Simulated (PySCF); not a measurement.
Compound: C₇H₁₁O (doublet state).
Z-matrix (Å and degrees, GFN2-xTB geometry), rows numbered from 1:
```
C 
C   1  1.5085
O   2  1.2047  1  122.72
C   2  1.5142  1  114.29  3   178.42
C   4  1.5461  2  110.05  1   -87.00
C   5  1.4794  4  103.86  2  -150.27
C   6  1.4785  5  112.04  4    11.59
C   7  1.5320  6  103.87  5    10.18
H   1  1.0887  2  108.96  3   110.69
H   1  1.0867  2  110.38  3    -9.02
H   1  1.0873  2  110.25  3  -130.83
H   4  1.0930  2  109.89  1    33.07
H   5  1.0949  4  112.55  2    87.09
H   5  1.1011  4  109.75  2   -31.44
H   6  1.0722  5  123.61  4  -171.84
H   7  1.0944  6  112.73  5   132.37
H   7  1.1006  6  111.03  5  -108.51
H   8  1.0890  4  112.01  2   -82.75
H   8  1.0908  4  108.47  2    36.84
```

The hyperfine couplings belong to this conformer and change with its torsions.

Identity: `CC(=O)[C@@H]1C[CH]CC1` [radical].

The calculation used PySCF 2.14.0, UKS B3LYP, pcH-1 on C H O, non-relativistic, mean-field spin-orbit, GIAO. The structure is a single GFN2-xTB conformer in the gas phase; no vibrational or solvent corrections. Couplings are sensitive to structure, and on GFN2-xTB geometries they can be far from those on DFT ones. The SCF solution wasn't tested for stability.

Where do the isotropic ENDOR lines of C6, C5, C7, C8, H17, H14, H16, H13, H15 and H19 fall at 3359.9 mT, to first order?

ν± = |νn ± a/2|, one line for each electron-spin manifold; νn = |g_N| × 7.62259 MHz/T × B.

```json
{"nuclei": "C6", "isotope": "13C", "g_N": "1.4048", "νn (MHz)": "35.98", "a_iso (MHz)": "89.37", "lower line (MHz)": "8.71", "upper line (MHz)": "80.66"}
{"nuclei": "C5", "isotope": "13C", "g_N": "1.4048", "νn (MHz)": "35.98", "a_iso (MHz)": "-35.03", "lower line (MHz)": "18.47", "upper line (MHz)": "53.49"}
{"nuclei": "C7", "isotope": "13C", "g_N": "1.4048", "νn (MHz)": "35.98", "a_iso (MHz)": "-34.22", "lower line (MHz)": "18.87", "upper line (MHz)": "53.09"}
{"nuclei": "C8", "isotope": "13C", "g_N": "1.4048", "νn (MHz)": "35.98", "a_iso (MHz)": "2.82", "lower line (MHz)": "34.57", "upper line (MHz)": "37.39"}
{"nuclei": "H17", "isotope": "1H", "g_N": "5.5857", "νn (MHz)": "143.06", "a_iso (MHz)": "144.61", "lower line (MHz)": "70.75", "upper line (MHz)": "215.36"}
{"nuclei": "H14", "isotope": "1H", "g_N": "5.5857", "νn (MHz)": "143.06", "a_iso (MHz)": "142.22", "lower line (MHz)": "71.94", "upper line (MHz)": "214.17"}
{"nuclei": "H16", "isotope": "1H", "g_N": "5.5857", "νn (MHz)": "143.06", "a_iso (MHz)": "81.45", "lower line (MHz)": "102.33", "upper line (MHz)": "183.78"}
{"nuclei": "H13", "isotope": "1H", "g_N": "5.5857", "νn (MHz)": "143.06", "a_iso (MHz)": "80.72", "lower line (MHz)": "102.69", "upper line (MHz)": "183.42"}
{"nuclei": "H15", "isotope": "1H", "g_N": "5.5857", "νn (MHz)": "143.06", "a_iso (MHz)": "-62.79", "lower line (MHz)": "111.66", "upper line (MHz)": "174.45"}
{"nuclei": "H19", "isotope": "1H", "g_N": "5.5857", "νn (MHz)": "143.06", "a_iso (MHz)": "-2.16", "lower line (MHz)": "141.98", "upper line (MHz)": "144.13"}
```

The rows for 13C, of low natural abundance, apply to labelled samples.

Which pairs are centred on the nuclear Larmor frequency, and which on half the coupling?

Centred on νn, since |a| < 2νn: C5, C7, C8, H17, H14, H16, H13, H15 and H19. Centred on |a|/2 and split by 2νn: C6.

At what field would the lower line of H16 fall to zero frequency?

Where νn = |a|/2, that is B = 40.73 MHz/(5.5857 × 7.62259 MHz/T) = 957 mT, as far as first order holds there.

Couplings of abundant isotopes left out: H12 (-1.9 MHz) and H18 (-0.9 MHz).

The largest Mulliken spin populations are on C6 (+1.02), C5 (-0.09) and C7 (-0.09). No atom but C6 exceeds +0.15. The angles at C6 add up to 359.9°, so it is planar; its axial dipolar tensor and the negative coupling of its proton fit spin in a p orbital normal to that plane.

Time: 73 s of wall time (with the writing of density and orbital grids); peak memory 1.1 GiB. Hardware: one thread of an Arm Neoverse V2, shared host with 96 logical CPUs at a one-minute load of 18.
